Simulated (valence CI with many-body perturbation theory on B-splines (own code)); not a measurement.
La I: electric-dipole lines

Calculated by valence CI with perturbative core correlation (CI+MBPT): three valence electrons over a frozen Dirac-Fock core [Xe], radial functions for each j: 7 s, 7 p, 7 d, 7 f, 4 g, 2 h, with the one-electron correlation potential Σ1 (screened to all orders), the two-electron term Σ2, the three-electron term Σ3, Breit, model QED; selected single and double excitations, second order for the rest, scaled by the run's own slope (own B-spline code, finite nucleus).

Set against measurement, 62 paired levels are off by 609 cm⁻¹ on average, the worst by 1408. These come from a selection out of the NIST Handbook of Basic Atomic Spectroscopic Data. Levels without a partner in it may be off by more, other configurations by several thousand cm⁻¹. 6 measured levels below the end of the list, from 15197 cm⁻¹ on, found no clear computed partner.

Lines 201 to 250 of 566 in falling wavelength, among levels below 34338 cm⁻¹, chosen from the strongest by gf and those to the six lowest levels. Wavelengths and rates use the calculated energies, so an error of 600 cm⁻¹ moves a line at 7594 Å by 4.6 % and its rate by three times that or more. Electric multipoles are in the length gauge, E1 and E2 with the static RPA response of the core. Weak lines are less certain than strong ones. Lines between different terms over intervals too small for the method are left out, as are lines whose strength nearly cancels and 6 of this kind that miss the measured wavelength by over 7 %. Where a level lies close to another of its J and parity, the split of strength between their lines is uncertain. The highest levels of a list are the least certain.

Names give the largest LS component (configuration and term), which can be under half, so a name can repeat, a term be missing and a line seem to break the LS rules; names also repeat where a configuration has a term twice. Letters in brackets count levels of one name in rising energy.

```tsv
λ vac (Å)	λ from measured levels	Upper	Lower	A (s⁻¹)	S (a.u.)
7594	7501	5d2.6p 4F°_9/2	5d2.6s 2F_7/2	2.34e+06	5.06e+00
7578		5d2.6d 2G_9/2	5d2.6p 2G°_7/2 [a]	3.57e+06	7.68e+00
7565		5d2.6d 4G_7/2	5d2.6p 4F°_5/2	1.89e+07	3.23e+01
7552		5d2.6p 2F°_5/2 [a]	5d2.6s 4F_3/2	1.02e+06	1.30e+00
7542		5f.6s.6p 4D_7/2	5d2.6p 4F°_5/2	2.83e+06	4.79e+00
7538	7541	5d.6s.6p 4F°_3/2	5d.6s2 2D_3/2	2.13e+06	1.80e+00
7538		5d2.6d 4D_3/2 [a]	5d2.6p 4F°_5/2	3.99e+06	3.37e+00
7530		5d.6s.7s 4D_7/2	5d.6s.6p 4P°_5/2	2.87e+06	4.85e+00
7509		5d2.7s 2D_3/2	5d2.6p 4G°_5/2 [b]	7.25e+06	6.06e+00
7493		4f.6s.6p 2G_9/2	5d2.6p 4F°_7/2	5.18e+06	1.08e+01
7452		5d2.6d 4H_7/2 [b]	5d2.6p 4F°_7/2	4.77e+06	7.80e+00
7446		5d.6s.7s 2D_5/2	5d2.6p 4F°_3/2	6.35e+06	7.76e+00
7436		5d2.6p 2S°_1/2	5d2.6s 2P_3/2	1.72e+07	6.99e+00
7393		5d2.6d 2H_9/2	5d2.6p 2G°_7/2 [a]	2.75e+07	5.49e+01
7369	7336	5d.6s.6p 2D°_5/2	5d.6s2 2D_3/2	3.24e+06	3.84e+00
7366		5f.6s.6p 4G_11/2	5d2.6p 4G°_11/2	1.41e+06	3.35e+00
7362		5d2.6d 4D_3/2 [a]	5d2.6p 4F°_3/2	5.70e+06	4.49e+00
7351		5d2.6d 4G_9/2	5d2.6p 4F°_7/2	1.54e+07	3.03e+01
7350		4f.5d.6s 2G°_7/2 [a]	5d2.6s 2G_7/2	3.76e+06	5.89e+00
7340		5d2.6d 2F_5/2	5d2.6p 4F°_3/2	6.40e+06	7.49e+00
7317		5d2.6d 4G_11/2	5d2.6p 4F°_9/2	2.08e+07	4.83e+01
7292		4f.5d.6s 2G°_9/2 [a]	5d2.6s 2G_9/2	7.28e+06	1.39e+01
7271		5d2.6d 2F_7/2	5d2.6p 4F°_7/2	2.29e+06	3.48e+00
7263		5d.6s.7s 2D_5/2	5d2.6p 2D°_5/2 [a]	7.94e+06	9.01e+00
7256	6937	5d2.6p 2F°_7/2 [a]	5d2.6s 4F_7/2	2.25e+06	3.40e+00
7222		5d2.7s 4F_3/2	5d2.6p 2F°_5/2 [a]	6.55e+06	4.87e+00
7208		5d2.6d 4G_7/2	5d2.6p 2D°_5/2 [a]	2.45e+06	3.62e+00
7188		5d2.6d 4F_3/2 [a]	5d2.6p 2P°_3/2 [a]	5.75e+06	4.21e+00
7158		5d2.6p 2F°_7/2 [b]	5d2.6s 2F_7/2	1.77e+07	2.56e+01
7144		5d2.6p 2F°_7/2 [d]	5d3 2H_9/2	2.53e+06	3.64e+00
7135		5d.6s.7s 4D_5/2 [a]	5d.6s.6p 4D°_7/2	4.07e+06	4.37e+00
7123	7160	5d.6s.6p 4F°_7/2	5d.6s2 2D_5/2	1.20e+06	1.71e+00
7094	6905	5d2.6p 4G°_7/2	5d2.6s 4F_9/2	5.21e+05	7.35e-01
7071		5d.6s.7s 2D_3/2	5d2.6p 2D°_3/2 [a]	1.01e+07	7.03e+00
7061		4f.5d.6s 2G°_9/2 [b]	5d3 2H_11/2	1.98e+06	3.44e+00
7029		5d2.6p 2G°_9/2 [a]	5d2.6s 2F_7/2	1.28e+07	2.20e+01
7021		5d2.6p 2S°_1/2	5d2.6s 2P_1/2	1.96e+07	6.71e+00
7020		5d2.6p 2F°_5/2 [b]	5d2.6s 2F_5/2	1.55e+07	1.59e+01
7014	6711	5d2.6p 2F°_7/2 [a]	5d2.6s 4F_5/2	1.70e+06	2.32e+00
7013		5d2.6p 2F°_5/2 [a]	5d.6s2 2D_5/2	3.56e+06	3.64e+00
6964	6695	5d2.6p 4G°_5/2 [a]	5d2.6s 4F_5/2	2.15e+06	2.15e+00
6956		5d2.6p 2G°_7/2 [a]	5d2.6s 2F_5/2	1.55e+07	2.06e+01
6942	6920	5d.6s.6p 4D°_5/2	5d.6s2 2D_5/2	1.44e+06	1.43e+00
6905		5d2.6d 2D_5/2	5d2.6p 2P°_3/2 [a]	6.17e+06	6.01e+00
6875		5d2.6p 2S°_1/2	5d2.6s 2D_3/2	1.83e+07	5.87e+00
6836		5d2.6d 4D_3/2 [b]	5d2.6p 4F°_5/2	7.12e+06	4.49e+00
6828		5d2.6d 4F_5/2	5d2.6p 4F°_5/2	4.84e+06	4.56e+00
6826		5d.6s.7s 4D_3/2	5d.6s.6p 4D°_5/2	4.77e+06	2.99e+00
6825		5d2.7s 2F_7/2	5d2.6p 2F°_7/2 [a]	5.83e+06	7.32e+00
6821		5d2.6d 4G_5/2	5d2.6p 2D°_3/2 [a]	1.00e+07	9.42e+00
```
